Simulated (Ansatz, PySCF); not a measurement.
Ligands exchanged one at a time, Al OH-NH2. Gas-phase values, no solvent. One relaxed conformer stands for each flexible species; it need not be the lowest. Strings in code marks are SMILES.

Quantity: redistribution energy (mixed species minus the weighted end members), in kJ/mol.

Level 1: frozen-core CCSD(T)/cc-pVTZ // B3LYP-D3(BJ)/def2-TZVP (Ansatz, a program for electronic structure)
Level 2: PBE-D3(BJ)/def2-TZVP // B3LYP-D3(BJ)/def2-TZVP (PySCF)
Level 3: BP86/6-31G* // B3LYP-D3(BJ)/def2-TZVP (PySCF)
Level 4: HF/3-21G // B3LYP-D3(BJ)/def2-TZVP (PySCF)

```tsv
species	level 1	level 2	level 3	level 4
1 of 3 OH replaced by NH2: `[Al]([OH])([OH])[NH2]` (O–Al–O–H torsion 0°, O–Al–O–H torsion -180°)	-1.81	-1.68	-1.09	-3.69
2 of 3 OH replaced by NH2: `[NH2][Al]([NH2])[OH]` (N–Al–O–H torsion 0°)	-1.45	-1.21	-0.45	-2.89
```
